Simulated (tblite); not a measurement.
C6H6F2 (charge +1 and doublet state).
Numbering: `[CH2+:1][CH:2]/[CH:3]=[CH:4]\[CH:5]=[C:6]([F:7])[F:8]` (hydrogens: H9, H10 on C1; H11 on C2; H12 on C3; H13 on C4; H14 on C5)
Bond orders are those of one Lewis drawing.

Computed with GFN2-xTB (tblite), gas phase: L-BFGS steps from a force-field or distance-geometry start until the largest atomic force falls under 0.01 eV/Å.

Step 5: E = -674.9191 eV
```
atom  x, y, z in Å  |  force x, y, z in eV/Å
C1     -2.9005    0.3728    0.1737    0.063  -0.027  -0.003
C2     -1.5430    0.3954    0.0674    0.063   0.016  -0.010
C3     -0.7509   -0.7282   -0.2555   -0.075  -0.066   0.023
C4      0.6345   -0.7749   -0.3730    0.010   0.022  -0.015
C5      1.5150    0.3031   -0.1975    0.024   0.044   0.023
C6      2.8686    0.1828   -0.3325    0.042  -0.030  -0.020
F7      3.4889   -0.9098   -0.6394    0.027  -0.103  -0.020
F8      3.6868    1.1689   -0.1680    0.013   0.035   0.007
H9     -3.4458    1.2680    0.4259    0.006   0.054   0.009
H10    -3.5008   -0.5081    0.0221    0.077  -0.174  -0.051
H11    -1.0489    1.3381    0.2434    0.101   0.101   0.013
H12    -1.2571   -1.6682   -0.4267   -0.179  -0.028  -0.002
H13     1.0791   -1.7329   -0.6262   -0.039   0.052   0.014
H14     1.1734    1.2925    0.0591   -0.133   0.104   0.032
```

Step 6: E = -674.9220 eV
```
atom  x, y, z in Å  |  force x, y, z in eV/Å
C1     -2.8985    0.3718    0.1735   -0.005  -0.021   0.002
C2     -1.5410    0.3957    0.0674    0.052   0.068   0.005
C3     -0.7531   -0.7298   -0.2552    0.017  -0.026   0.019
C4      0.6336   -0.7747   -0.3729   -0.068   0.062   0.002
C5      1.5125    0.3042   -0.1970    0.103   0.058   0.019
C6      2.8675    0.1818   -0.3328    0.072  -0.012  -0.017
F7      3.4921   -0.9102   -0.6396   -0.049  -0.056  -0.004
F8      3.6887    1.1672   -0.1686   -0.045   0.008   0.005
H9     -3.4447    1.2682    0.4258    0.024   0.004  -0.004
H10    -3.4982   -0.5119    0.0209    0.112  -0.109  -0.037
H11    -1.0463    1.3405    0.2436    0.071   0.033   0.001
H12    -1.2613   -1.6679   -0.4266   -0.175  -0.046  -0.004
H13     1.0779   -1.7304   -0.6257   -0.007  -0.011  -0.003
H14     1.1701    1.2952    0.0600   -0.102   0.047   0.016
```

Problem. Estimate the geometry and energy of step 7. (The exact step hangs on the optimiser's Hessian estimate; all steps are aligned on step 6, rigid shifts and turns removed.)

Solution. E = -674.9252 eV, largest force 0.182 eV/Å
```
atom  x, y, z in Å  |  force x, y, z in eV/Å
C1     -2.8961    0.3701    0.1732   -0.010   0.000   0.002
C2     -1.5376    0.3975    0.0675   -0.014   0.062   0.016
C3     -0.7555   -0.7324   -0.2544    0.037   0.035   0.016
C4      0.6315   -0.7731   -0.3727   -0.058   0.061   0.011
C5      1.5105    0.3070   -0.1959    0.180   0.026  -0.001
C6      2.8684    0.1802   -0.3335   -0.051   0.021   0.005
F7      3.4947   -0.9117   -0.6399   -0.104  -0.027   0.006
F8      3.6901    1.1652   -0.1693   -0.047   0.014   0.005
H9     -3.4429    1.2684    0.4256    0.032  -0.059  -0.018
H10    -3.4924   -0.5186    0.0186    0.147  -0.023  -0.018
H11    -1.0418    1.3439    0.2438    0.035  -0.036  -0.012
H12    -1.2701   -1.6684   -0.4264   -0.121  -0.008   0.005
H13     1.0763   -1.7276   -0.6251    0.014  -0.038  -0.012
H14     1.1641    1.2990    0.0613   -0.040  -0.026  -0.004
```

The energy changes by -0.0032 eV. The first-order estimate −F·Δx gives -0.0048 eV and the mean of the old and new forces, exact on a quadratic surface, -0.0032 eV. The step makes an angle of 41° with the force vector and moves no atom by more than 0.009 Å.

The cost below is that of the whole relaxation. Time: 0.21 s. Hardware: one thread, Arm Neoverse V1 (aarch64), no GPU, shared host.
